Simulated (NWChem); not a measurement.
System meant: C4H3ClSi; SMILES Cl[SiH](C#C)C#C

Input file for NWChem:

```
start job
memory heap 200 mb stack 900 mb global 1100 mb
geometry units angstroms noautosym nocenter noautoz
  Si    -0.004146    -0.000083    -0.552881
  Cl    -1.907965     0.001697     0.245372
  C      0.883223     1.491962     0.010951
  C      1.478665     2.490978     0.367597
  C      0.880495    -1.493693     0.011103
  C      1.474106    -2.493759     0.367866
  H     -0.124130    -0.000049    -2.031107
  H      2.004582     3.374101     0.686302
  H      1.998398    -3.377799     0.686666
end
basis spherical
  * library def2-svp
end
dft
  xc m06-l
  iterations 150
end
property
  shielding 6 1 2 3 4 7 8
end
task dft property
```

End of the output:

```
 Vector   32  Occ=0.000000D+00  E=-1.795084D-02
              MO Center=  8.4D-01, -8.4D-04, -4.3D-02, r^2= 5.7D+00
   Bfn.  Coefficient  Atom+Function         Bfn.  Coefficient  Atom+Function
  ----- ------------  ---------------      ----- ------------  ---------------
    12      0.594953  1 Si py                39     -0.464569  3 C  s
    67      0.464566  5 C  s                 59      0.330176  4 C  pz
    87     -0.330154  6 C  pz                45     -0.286639  3 C  pz
    73      0.286616  5 C  pz                56      0.238339  4 C  pz
    84     -0.238325  6 C  pz                44      0.227014  3 C  py

 center of mass
 --------------
 x =  -0.10492905 y =  -0.00001493 z =   0.02552446

 moments of inertia (a.u.)
 ------------------
         873.251920765607          -0.064127888226          -0.233619879045
          -0.064127888226         803.515831097141           0.039671012372
          -0.233619879045           0.039671012372        1541.121348287706

     Multipole analysis of the density
     ---------------------------------

     L   x y z        total         alpha         beta         nuclear
     -   - - -        -----         -----         ----         -------
     0   0 0 0     -0.000000    -29.000000    -29.000000     58.000000

     1   1 0 0      0.746826      0.671673      0.671673     -0.596520
     1   0 1 0     -0.000689      0.002615      0.002615     -0.005919
     1   0 0 1     -0.008791     -0.304818     -0.304818      0.600844

     2   2 0 0    -35.304392   -205.850799   -205.850799    376.397206
     2   1 1 0      0.006391     -0.027623     -0.027623      0.061638
     2   1 0 1      1.629503     -2.229761     -2.229761      6.089025
     2   0 2 0    -28.298981   -235.697216   -235.697216    443.095450
     2   0 1 1     -0.001941      0.012566      0.012566     -0.027074
     2   0 0 2    -36.054100    -39.444692    -39.444692     42.835284

          -----------------------------------------
          Chemical Shielding Tensors (GIAO, in ppm)
          -----------------------------------------

 ------------------------------------------------------------------------
  xm06: d2 not coded                    0
 ------------------------------------------------------------------------
 ------------------------------------------------------------------------
  current input line :
    24: task dft property
 ------------------------------------------------------------------------
 ------------------------------------------------------------------------
 This error has not yet been assigned to a category
 ------------------------------------------------------------------------
 For more information see the NWChem manual at https://nwchemgit.github.io

0: xm06: d2 not coded:Received an Error in Communication
```

Question: Can this run be used? If not, why, and what is the fix?

Answer: The program stopped with an error. Cause: this functional's second derivatives, which shieldings need, aren't coded here; the fix takes a hybrid GGA instead. This input runs:
```
start job
memory heap 200 mb stack 900 mb global 1100 mb
geometry units angstroms noautosym nocenter noautoz
  Si    -0.004146    -0.000083    -0.552881
  Cl    -1.907965     0.001697     0.245372
  C      0.883223     1.491962     0.010951
  C      1.478665     2.490978     0.367597
  C      0.880495    -1.493693     0.011103
  C      1.474106    -2.493759     0.367866
  H     -0.124130    -0.000049    -2.031107
  H      2.004582     3.374101     0.686302
  H      1.998398    -3.377799     0.686666
end
basis spherical
  * library def2-svp
end
dft
  xc pbe0
  iterations 150
end
property
  shielding 6 1 2 3 4 7 8
end
task dft property
```
It converges to -903.02999 Ha (PBE0/def2-SVP, GIAO).
